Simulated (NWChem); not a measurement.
Everything below was run with NWChem. System: H$_{6}$NSi$_{2}$, charge 1, spin multiplicity 3, at the geometry of a parent with another charge or spin, in a state set for the comparison that need not be this species' ground state. Its SCF solution wasn't tested for a lower state. Level: UHF/def2-TZVP.

NWChem printed:

```
             Northwest Computational Chemistry Package (NWChem) 7.3.0
             --------------------------------------------------------

                                NWChem Input Module
                                -------------------

 Scaling coordinates for geometry "geometry" by  1.889725989
 (inverse scale =  0.529177249)

 Turning off AUTOSYM since
 SYMMETRY directive was detected!

                             Geometry "geometry" -> ""
                             -------------------------

 Output coordinates in angstroms (scale by  1.889725989 to convert to a.u.)

  No.       Tag          Charge          X              Y              Z
 ---- ---------------- ---------- -------------- -------------- --------------
    1 Si                  14.0000     1.65207900     0.00000000    -0.07391200
    2 N                    7.0000     0.00000000     0.00000000     0.45220700
    3 Si                  14.0000    -1.65207900     0.00000000    -0.07391200
    4 H                    1.0000     2.29919000    -1.21704600     0.50334600
    5 H                    1.0000     1.87219000     0.00000000    -1.55464800
    6 H                    1.0000     2.29919000     1.21704600     0.50334600
    7 H                    1.0000    -2.29919000     1.21704600     0.50334600
    8 H                    1.0000    -2.29919000    -1.21704600     0.50334600
    9 H                    1.0000    -1.87219000     0.00000000    -1.55464800

 Effective nuclear repulsion energy (a.u.)     142.6290379869

            Nuclear Dipole moment (a.u.)
            ----------------------------
        X                 Y               Z
 ---------------- ---------------- ----------------
     0.0000000000     0.0000000000     0.0000018897

      Symmetry information
      --------------------

 Group name             C2v
 Group number             16
 Group order               4
 No. of unique centers     4

      Symmetry unique atoms

     1    2    4    5


 Summary of "ao basis" -> "" (spherical)
 ------------------------------------------------------------------------------
       Tag                 Description            Shells   Functions and Types
 ---------------- ------------------------------  ------  ---------------------
 *                         def2-tzvp                  on all atoms

 Summary of "ao basis" -> "ao basis" (spherical)
 ------------------------------------------------------------------------------
       Tag                 Description            Shells   Functions and Types
 ---------------- ------------------------------  ------  ---------------------
 Si                        def2-tzvp                13       37   5s5p2d1f
 N                         def2-tzvp                11       31   5s3p2d1f
 H                         def2-tzvp                 4        6   3s1p

                                 NWChem SCF Module
                                 -----------------

  ao basis        = "ao basis"
  functions       =   141
  atoms           =     9
  alpha electrons =    21
  beta  electrons =    19
  charge          =   1.00
  wavefunction    = UHF
  use symmetry    = T
  symmetry adapt  = T

 Summary of "ao basis" -> "ao basis" (spherical)
 ------------------------------------------------------------------------------
       Tag                 Description            Shells   Functions and Types
 ---------------- ------------------------------  ------  ---------------------
 Si                        def2-tzvp                13       37   5s5p2d1f
 N                         def2-tzvp                11       31   5s3p2d1f
 H                         def2-tzvp                 4        6   3s1p

      Symmetry analysis of basis
      --------------------------

        a1         50
        a2         22
        b1         43
        b2         26

 Forming initial guess at       0.1s

   Symmetry analysis of molecular orbitals - initial alpha
   -------------------------------------------------------

  Numbering of irreducible representations:

     1 a1          2 a2          3 b1          4 b2

  Orbital symmetries:

     1 b1          2 a1          3 a1          4 b1          5 a1
     6 b1          7 a1          8 b1          9 a1         10 b2
[...]
     5     -1.163101  1 Si s                 73      1.163101  3 Si s
    49      0.844730  2 N  px               114      0.572399  5 H  s
   138     -0.572399  9 H  s                 20      0.379031  1 Si pz
    88     -0.379031  3 Si pz                15      0.286557  1 Si px

                     UHF Final Beta Molecular Orbital Analysis
                     -----------------------------------------

 Vector   17  Occ=1.000000D+00  E=-6.898035D-01  Symmetry=b2
              MO Center=  1.2D-16,  1.4D-13,  3.1D-01, r^2= 5.8D+00
   Bfn.  Coefficient  Atom+Function         Bfn.  Coefficient  Atom+Function
  ----- ------------  ---------------      ----- ------------  ---------------
    16      0.254966  1 Si py                84      0.254966  3 Si py

 Vector   18  Occ=1.000000D+00  E=-6.700994D-01  Symmetry=a2
              MO Center=  5.9D-15,  7.5D-15,  3.2D-01, r^2= 6.3D+00
   Bfn.  Coefficient  Atom+Function         Bfn.  Coefficient  Atom+Function
  ----- ------------  ---------------      ----- ------------  ---------------
    16      0.261001  1 Si py                84     -0.261001  3 Si py
   107     -0.154004  4 H  s                119      0.154004  6 H  s
   125     -0.154004  7 H  s                131      0.154004  8 H  s

 Vector   19  Occ=1.000000D+00  E=-6.658721D-01  Symmetry=b1
              MO Center= -9.7D-14, -1.5D-15, -4.5D-01, r^2= 5.8D+00
   Bfn.  Coefficient  Atom+Function         Bfn.  Coefficient  Atom+Function
  ----- ------------  ---------------      ----- ------------  ---------------
    17      0.239047  1 Si pz                85     -0.239047  3 Si pz
   113     -0.164835  5 H  s                137      0.164835  9 H  s

 Vector   20  Occ=0.000000D+00  E=-2.436116D-01  Symmetry=a1
              MO Center=  1.5D-13,  9.1D-15,  2.3D-01, r^2= 2.5D+00
   Bfn.  Coefficient  Atom+Function         Bfn.  Coefficient  Atom+Function
  ----- ------------  ---------------      ----- ------------  ---------------
    51      0.331239  2 N  pz                45      0.277665  2 N  pz
    48      0.271192  2 N  pz               114      0.234307  5 H  s
   138      0.234307  9 H  s

 Vector   21  Occ=0.000000D+00  E=-2.304130D-01  Symmetry=b2
              MO Center= -8.0D-14, -1.7D-14,  3.4D-01, r^2= 2.6D+00
   Bfn.  Coefficient  Atom+Function         Bfn.  Coefficient  Atom+Function
  ----- ------------  ---------------      ----- ------------  ---------------
    50      0.317445  2 N  py                44      0.286212  2 N  py
    47      0.278571  2 N  py               108      0.187935  4 H  s
   120     -0.187935  6 H  s                126     -0.187935  7 H  s
   132      0.187935  8 H  s

 Vector   22  Occ=0.000000D+00  E=-8.085385D-02  Symmetry=a1
              MO Center= -4.3D-15, -7.4D-16, -9.0D-02, r^2= 7.6D+00
   Bfn.  Coefficient  Atom+Function         Bfn.  Coefficient  Atom+Function
  ----- ------------  ---------------      ----- ------------  ---------------
    42      1.681714  2 N  s                 18      0.926233  1 Si px
    86     -0.926233  3 Si px                15      0.289408  1 Si px
    83     -0.289408  3 Si px                 5     -0.279946  1 Si s
    51     -0.280848  2 N  pz                73     -0.279946  3 Si s
    20     -0.228973  1 Si pz                88     -0.228973  3 Si pz

 center of mass
 --------------
 x =  -0.00000000 y =   0.00000000 z =   0.02715440

 moments of inertia (a.u.)
 ------------------
          53.629157662029           0.000000000000           0.000000000000
           0.000000000000         679.004465480002           0.000000000000
           0.000000000000           0.000000000000         668.022139529630

  Mulliken analysis of the total density
  --------------------------------------

    Atom       Charge   Shell Charges
 -----------   ------   -------------------------------------------------------
    1 Si  14    13.69   2.00  0.58  1.39  0.83  0.41  4.12  1.73  0.53  1.45  0.30  0.15  0.17  0.03
    2 N    7     7.04   0.82  1.16  0.56  1.00  0.14  1.37  1.62  0.35  0.00  0.02  0.00
    3 Si  14    13.69   2.00  0.58  1.39  0.83  0.41  4.12  1.73  0.53  1.45  0.30  0.15  0.17  0.03
    4 H    1     0.94   0.23  0.54  0.15  0.01
    5 H    1     0.92   0.23  0.53  0.14  0.01
    6 H    1     0.94   0.23  0.54  0.15  0.01
    7 H    1     0.94   0.23  0.54  0.15  0.01
    8 H    1     0.94   0.23  0.54  0.15  0.01
    9 H    1     0.92   0.23  0.53  0.14  0.01

  Mulliken analysis of the alpha density
  --------------------------------------

    Atom       Charge   Shell Charges
 -----------   ------   -------------------------------------------------------
    1 Si  14     6.78   1.00  0.29  0.70  0.40  0.20  2.06  0.86  0.25  0.67  0.13  0.09  0.10  0.02
    2 N    7     4.48   0.41  0.58  0.31  0.53  0.06  1.07  1.24  0.27  0.00  0.01  0.00
    3 Si  14     6.78   1.00  0.29  0.70  0.40  0.20  2.06  0.86  0.25  0.67  0.13  0.09  0.10  0.02
    4 H    1     0.49   0.12  0.29  0.08  0.01
    5 H    1     0.49   0.12  0.29  0.08  0.01
    6 H    1     0.49   0.12  0.29  0.08  0.01
    7 H    1     0.49   0.12  0.29  0.08  0.01
    8 H    1     0.49   0.12  0.29  0.08  0.01
    9 H    1     0.49   0.12  0.29  0.08  0.01

   Mulliken analysis of the beta density
   -------------------------------------

    Atom       Charge   Shell Charges
 -----------   ------   -------------------------------------------------------
    1 Si  14     6.91   1.00  0.29  0.69  0.42  0.21  2.06  0.86  0.27  0.78  0.17  0.06  0.07  0.01
    2 N    7     2.56   0.41  0.58  0.25  0.47  0.08  0.30  0.38  0.08  0.00  0.01  0.00
    3 Si  14     6.91   1.00  0.29  0.69  0.42  0.21  2.06  0.86  0.27  0.78  0.17  0.06  0.07  0.01
    4 H    1     0.44   0.11  0.26  0.07  0.01
    5 H    1     0.42   0.10  0.25  0.07  0.01
    6 H    1     0.44   0.11  0.26  0.07  0.01
    7 H    1     0.44   0.11  0.26  0.07  0.01
    8 H    1     0.44   0.11  0.26  0.07  0.01
    9 H    1     0.42   0.10  0.25  0.07  0.01

   Mulliken analysis of the spin density
   -------------------------------------

    Atom       Charge   Shell Charges
 -----------   ------   -------------------------------------------------------
    1 Si  14    -0.13  -0.00 -0.00  0.00 -0.02 -0.02 -0.00  0.00 -0.02 -0.10 -0.04  0.02  0.03  0.01
    2 N    7     1.91   0.00 -0.00  0.06  0.06 -0.03  0.77  0.86  0.19 -0.00 -0.01 -0.00
    3 Si  14    -0.13  -0.00 -0.00  0.00 -0.02 -0.02 -0.00  0.00 -0.02 -0.10 -0.04  0.02  0.03  0.01
    4 H    1     0.05   0.01  0.03  0.01 -0.00
    5 H    1     0.07   0.02  0.04  0.01 -0.00
    6 H    1     0.05   0.01  0.03  0.01 -0.00
    7 H    1     0.05   0.01  0.03  0.01 -0.00
    8 H    1     0.05   0.01  0.03  0.01 -0.00
    9 H    1     0.07   0.02  0.04  0.01 -0.00

       Multipole analysis of the density wrt the origin
       ------------------------------------------------

     L   x y z        total         alpha         beta         nuclear
     -   - - -        -----         -----         ----         -------
     0   0 0 0      1.000000    -21.000000    -19.000000     41.000000

     1   1 0 0      0.000000      0.000000      0.000000      0.000000
     1   0 1 0      0.000000      0.000000     -0.000000      0.000000
     1   0 0 1     -0.031189     -0.791962      0.760771      0.000002

     2   2 0 0    -14.427684   -196.600894   -191.279804    373.453014
     2   1 1 0     -0.000000     -0.000000     -0.000000      0.000000
     2   1 0 1     -0.000000     -0.000000     -0.000000      0.000000
     2   0 2 0    -23.581080    -23.534618    -21.204317     21.157856
     2   0 1 1      0.000000      0.000000      0.000000      0.000000
     2   0 0 2    -22.858596    -26.854067    -22.543577     26.539048

 Task  times  cpu:        9.4s     wall:        9.4s

 Total times  cpu:        9.4s     wall:        9.4s
```

Question: Write an NWChem input that would produce this output.

Answer: One answer among several that fit: 
```
start mol
memory heap 200 mb stack 900 mb global 1100 mb
charge 1
geometry units angstroms nocenter noautoz
  Si     1.652079     0.000000    -0.073912
  N      0.000000     0.000000     0.452207
  Si    -1.652079     0.000000    -0.073912
  H      2.299190    -1.217046     0.503346
  H      1.872190     0.000000    -1.554648
  H      2.299190     1.217046     0.503346
  H     -2.299190     1.217046     0.503346
  H     -2.299190    -1.217046     0.503346
  H     -1.872190     0.000000    -1.554648
  symmetry group C2v
end
basis spherical
  * library def2-tzvp
end
scf
  uhf
  nopen 2
  maxiter 100
  thresh 1e-7
  semidirect memsize 60000000 filesize 0
  # guess.movecs holds the orbitals of an unrestricted PBE0 run
  vectors input guess.movecs output mol.movecs
end
task scf energy
```
